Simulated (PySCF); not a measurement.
Br₃In, SMILES [Br][In]([Br])[Br] (PBE0/def2-SVP optimised geometry):

```
4

In    -0.615     0.000     0.000
Br    -1.845    -2.131     0.000
Br    -1.843     2.131     0.000
Br     1.845     0.000     0.000
```

Level of theory: PBE0/def2-TZVP, def2 effective core potentials past Kr run with PySCF 2.14.0.

### Question
What are the frontier orbital energies and the dipole moment?

### Answer
HOMO-2 -8.88 eV, HOMO-1 -8.88 eV, HOMO -8.74 eV, LUMO -3.15 eV, LUMO+1 -1.99 eV; dipole moment 0.00 D.

On the same geometry PBE/def2-TZVP, def2 effective core potentials past Kr run with PySCF gives HOMO-2 -7.60 eV, HOMO-1 -7.60 eV, HOMO -7.44 eV, LUMO -3.94 eV, LUMO+1 -2.67 eV; dipole moment 0.00 D.
